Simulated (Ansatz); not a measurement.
Relaxation of Cl$_{2}$FH$_{3}$OZr (8 atoms, charge 0, multiplicity 1), to a largest force component of 0.03 eV/Å in at most 50 steps.

Method: Ansatz, RKS BLYP-D4/def2-SVP.

```xyz
8
Properties=species:S:1:pos:R:3:forces:R:3
Zr -0.099 -0.096 -0.035 -0.03 0.05 1.61
O -0.194 -0.074 1.977 -0.04 -0.19 -1.61
H -0.655 -0.493 2.724 0.00 -0.01 0.02
Cl 2.123 -0.330 -0.832 -0.01 0.00 0.01
Cl -1.191 1.778 -0.987 0.00 0.01 -0.01
F -1.063 -1.625 -0.636 -0.02 -0.03 0.00
H 1.374 2.222 1.289 0.89 1.19 -1.11
H 1.028 1.757 1.718 -0.78 -1.02 1.09
```

Problem. Where does it end, and by what steps?

Solution. It converged. The force dipped under the threshold on the way, but the program's further checks kept it going. After 19 steps the energy has fallen by 0.199 eV; H7 moved furthest, 0.74 Å.

| step | energy less start (eV) | largest force component (eV/Å) | accepted |
| --- | --- | --- | --- |
| 0 | 0.0000 | 1.615 | yes |
| 1 | -0.1404 | 0.127 | yes |
| 2 | -0.1528 | 0.146 | yes |
| 3 | -0.1608 | 0.150 | yes |
| 4 | -0.1669 | 0.317 | yes |
| 5 | -0.1728 | 0.483 | yes |
| 6 | -0.1744 | 0.813 | yes |
| 7 | -0.1904 | 0.175 | yes |
| 8 | -0.1953 | 0.024 | yes |
| 9 | -0.1953 | 0.045 | yes |
| 10 | -0.1961 | 0.036 | yes |
| 11 | -0.1967 | 0.021 | yes |
| 12 | -0.1812 | 0.790 | no |
| 13 | -0.1964 | 0.207 | no |
| 14 | -0.1970 | 0.056 | yes |
| 15 | -0.1973 | 0.087 | yes |
| 16 | -0.1974 | 0.177 | yes |
| 17 | -0.1980 | 0.143 | yes |
| 18 | -0.1989 | 0.022 | yes |
| 19 | -0.1993 | 0.022 | yes |

```xyz
8
Properties=species:S:1:pos:R:3
Zr -0.252 -0.318 -0.199
O -0.294 -0.202 1.709
H -0.329 -0.163 2.677
Cl 1.989 -0.542 -0.948
Cl -1.263 1.607 -1.149
F -1.244 -1.864 -0.739
H 1.570 2.625 1.876
H 1.147 1.997 1.991
```

Whether the end is a true minimum wasn't checked by a vibrational analysis.

The run took 62 s on 2 threads of Arm Neoverse V1 (shared host), peak memory 0.16 GiB.
